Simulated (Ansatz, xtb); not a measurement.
# A geometry optimisation of C6H8F+ with r2SCAN-D4/def2-SVP

The starting geometry of this gas-phase singlet was built from a drawn formula by distance geometry and a force field; its bonds are those of `C[C@H](F)[C+]1C=CC1`.

```yaml
atoms:
  - { symbol: C, position_ang: [-0.9619, -1.8004, -0.5774] }
  - { symbol: C, position_ang: [-0.7407, -0.4619, -1.2460] }
  - { symbol: C, position_ang: [0.3516, 0.2544, -0.6092] }
  - { symbol: C, position_ang: [0.6000, 1.0158, 0.5736] }
  - { symbol: C, position_ang: [1.9287, 1.2780, 0.1299] }
  - { symbol: C, position_ang: [1.7141, 0.5151, -1.1485] }
  - { symbol: F, position_ang: [-0.5801, -0.6459, -2.5772] }
  - { symbol: H, position_ang: [-0.0928, -2.4316, -0.7300] }
  - { symbol: H, position_ang: [-1.7916, -2.3390, -1.0895] }
  - { symbol: H, position_ang: [-1.1829, -1.7364, 0.4454] }
  - { symbol: H, position_ang: [-1.6693, 0.1514, -1.1258] }
  - { symbol: H, position_ang: [0.0625, 1.3568, 1.4966] }
  - { symbol: H, position_ang: [2.6989, 1.8331, 0.5582] }
  - { symbol: H, position_ang: [2.3081, -0.4005, -1.2404] }
  - { symbol: H, position_ang: [1.7208, 1.0901, -2.0595] }
```

Task: Predict what it relaxes into with r2SCAN-D4/def2-SVP.

Result: It keeps its bonds, and is `C[C@H](F)[C+]1C=CC1`.

The energy falls by 0.56 eV over 14 steps:

| step | E − E(last) (eV) |
| --- | --- |
| 1 | 0.563 |
| 2 | 0.241 |
| 4 | 0.186 |
| 5 | 0.165 |
| 7 | 0.095 |
| 8 | 0.057 |
| 10 | 0.015 |
| 11 | 0.008 |
| 13 | 0.000 |
| 14 | 0.000 |

Final geometry (Å):

```tsv
atom	x (Å)	y (Å)	z (Å)
C	-1.0747	-1.7502	-0.6393
C	-0.6975	-0.3602	-1.1478
C	0.5706	0.0499	-0.4736
C	0.8279	0.6559	0.7613
C	1.6859	1.3847	-0.0425
C	1.8878	0.3670	-1.1377
F	-0.4728	-0.3856	-2.4981
H	-0.2617	-2.4686	-0.8166
H	-1.9599	-2.0740	-1.2063
H	-1.3269	-1.7312	0.4305
H	-1.5021	0.3678	-0.9344
H	0.2912	0.8179	1.6978
H	1.8459	2.4729	-0.0799
H	2.6839	-0.3589	-0.9261
H	1.8679	0.6919	-2.1870
```

From the same start GFN2-xTB reaches the same bonding as this run.

No frequencies were run, so the end isn't proven a minimum. Run with Ansatz 0.2.0, 29 s on 4 threads of Arm Neoverse V1, on a shared host.
